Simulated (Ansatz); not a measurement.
The first iterations of a band of ClH + GeH4O (8 atoms, charge 0, multiplicity 1).

The calculation used Ansatz 0.2.0, RKS BHLYP-D4/def2-SVP.

```json
{"movable images": "9", "climbing image": "yes", "spring": "5.0 eV/Å²", "optimiser": "quadratic models (default)", "start path": "straight line", "force threshold": "0.05 eV/Å", "iteration limit": "60", "end points": "relaxed"}
```

First end point:

```xyz
8
Properties=species:S:1:pos:R:3
Ge -0.424 -0.810 0.531
O 0.826 0.466 0.358
H -0.252 -1.670 -0.712
H -0.126 -1.590 1.814
H -1.803 -0.156 0.606
H 0.660 1.192 -1.259
Cl 0.205 1.507 -2.438
H 0.915 1.061 1.100
```

Last end point:

```xyz
8
Properties=species:S:1:pos:R:3
Ge -0.409 -0.970 -0.625
O 0.563 1.139 1.467
H -0.813 -1.966 -1.712
H 0.446 -1.630 0.443
H -1.632 -0.246 -0.081
H 1.099 1.324 0.694
Cl 0.828 0.505 -1.660
H -0.082 1.844 1.474
```

| iteration | highest image above the first end (eV) | largest band force component (eV/Å) |
| --- | --- | --- |
| 1 | 3.168 | 9.178 |
| 2 | 1.147 | 3.029 |
| 3 | 1.080 | 2.235 |
| 4 | 0.911 | 1.020 |
| 5 | 0.860 | 0.620 |
| 6 | 0.968 | 1.082 |
| 7 | 0.885 | 0.771 |
| 8 | 0.828 | 2.360 |
| 9 | 0.757 | 0.570 |
| 10 | 0.733 | 0.857 |
| 11 | 0.744 | 0.740 |
| 12 | 0.728 | 0.505 |

Does the band converge within its limit, and where does its top end?

The run converged. It ended after 38 iterations with the highest image 0.693 eV above the first end. The profile has 2 maxima (images 3, 8) with wells between them (image 6): this band takes more than one step, which may be the mechanism or a detour left from its start path. Another band between the same ends (9 images) ends at a top of the same energy, where a vibrational analysis finds 1 clearly imaginary mode. The orbitals stay closed-shell, which can raise the energy where a bond breaks towards radicals; this wasn't checked here.

Run time: 6.9 min on 2 threads of AMD EPYC 9R14 (Zen 4), with other jobs on the host, peak memory 0.23 GiB.
